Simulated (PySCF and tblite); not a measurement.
The numbers below are computed, except where a source is named.
System: C₅H₇BCl₂, numbered as in [CH3:1]/[CH:2]=[CH:3]\[CH:4]=[CH:5]/[B:6]([Cl:7])[Cl:8].

Motion: rotation about the B6–C5 bond (torsion Cl7–B6–C5–C4 from -180° to 0°, rising). GFN2-xTB gives an electronic barrier of 3.3 kcal/mol.

What does PBE/pcSseg-1 + D3(BJ), IEF-PCM tetrahydrofuran give on GFN2-xTB geometries?

A barrier of 5.8 kcal/mol, 2.4 above the tight-binding barrier (from unrounded values) and, with GFN2-xTB thermal terms, ΔG‡(298 K) = 6.0 kcal/mol and k = 5.1×10⁸ s⁻¹ (2 equivalent paths).

Programs: tblite and PySCF.
